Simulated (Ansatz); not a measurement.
Stepwise reaction of `F[Si]([SiH3])(Cl)Cl` with water, as a gas-phase model of exchange steps in deposition or etching. ΔE in kJ/mol; ΔG adds harmonic PBE0-D4 terms to CCSD(T)/CBS, at 1 bar.

Isolated molecules relaxed with PBE0-D4/def2-TZVP in Ansatz; ΔE leaves out vibrations. CCSD(T)/CBS is the MP2 limit (def2-TZVPP, def2-QZVPP) plus CCSD(T) − MP2 in def2-TZVPP, frozen cores. This one scheme is used for every species. Functionals use def2-TZVPP. B3LYP here is the variant with VWN-RPA as its local correlation; programs differ in this. Each species was taken in one conformer, which may not be the lowest.

| step | reaction | PBE-D4 | B3LYP-D4 | ωB97M-V | CCSD(T)/CBS | ΔG(600 K) |
| --- | --- | --- | --- | --- | --- | --- |
| 2 | `O[Si](F)([SiH3])Cl` + H₂O → `O[Si](O)(F)[SiH3]` + HCl | 0.3 | -7.0 | -6.1 | -4.8 | -8.2 |

**Question.** Give the row of step 1, `F[Si]([SiH3])(Cl)Cl` + H₂O → `O[Si](F)([SiH3])Cl` + HCl. (An estimate is asked.)

**Answer.** The calculation gave: 
| step | reaction | PBE-D4 | B3LYP-D4 | ωB97M-V | CCSD(T)/CBS | ΔG(600 K) |
| --- | --- | --- | --- | --- | --- | --- |
| 1 | `F[Si]([SiH3])(Cl)Cl` + H₂O → `O[Si](F)([SiH3])Cl` + HCl | -5.1 | -13.4 | -12.5 | -10.4 | -14.8 |

**Question.** By hand: ΔE of the 2 steps together at CCSD(T)/CBS.

**Answer.** (-10.4) + (-4.8) = -15.2 kJ/mol, or -7.6 kJ/mol a step.

In ΔE each step is higher than the one before. ΔG lies between -14.8 and -8.2 kJ/mol a step. PBE-D4 differs from CCSD(T)/CBS by 5.1 to 5.3 kJ/mol a step. Isolated molecules leave out the surface, adducts and barriers. Largest T1 diagnostic: 0.013.
